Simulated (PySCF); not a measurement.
Al(H)2(SMe) (CH₅AlS), SMILES C[S][AlH2]. Atoms are numbered in the order given.

```xyz
8

Al     0.2600    -1.4536     0.0000
H     -0.6584    -2.7392     0.0000
H      1.8447    -1.4690     0.0000
S     -0.7223     0.4785     0.0000
C      0.6848     1.6356     0.0000
H      0.6215     2.2631    -0.8880
H      0.6215     2.2631     0.8880
H      1.6384     1.1084     0.0000
```

The structure is a stationary point at PBE0-D3(BJ)/def2-TZVP.

These are PBE0-D3(BJ)/def2-TZVP (PySCF) values and carry that method's errors.

Frequencies are harmonic and unscaled.

Computed harmonic wavenumbers and intensities:
| mode | ν (cm⁻¹) | IR (km/mol) | moving atoms (share of kinetic energy) |
|---|---|---|---|
| 1 | 92 | 0.5 | H 94 % |
| 2 | 184 | 0.8 | C 35 %, H 29 %, S 18 %, Al 17 % |
| 3 | 243 | 0.1 | H 94 % |
| 4 | 475 | 50.1 | H 60 %, Al 25 %, S 12 % |
| 5 | 518 | 32.4 | S 35 %, Al 34 %, H 30 % |
| 6 | 575 | 156.8 | H 88 %, Al 11 % |
| 7 | 724 | 27.7 | C 56 %, S 31 %, H 11 % |
| 8 | 758 | 279.2 | H 90 % |
| 9 | 975 | 5.7 | H 84 %, C 15 % |
| 10 | 983 | 2.1 | H 82 %, C 15 % |
| 11 | 1351 | 8.1 | H 87 %, C 13 % |
| 12 | 1469 | 4.6 | H 96 % |
| 13 | 1478 | 7.1 | H 95 % |
| 14 | 1924 | 128.5 | H 98 % |
| 15 | 1953 | 206.2 | H 95 % |
| 16 | 3066 | 21.1 | H 98 % |
| 17 | 3159 | 2.8 | H 90 %, C 10 % |
| 18 | 3161 | 3.1 | H 90 %, C 10 % |
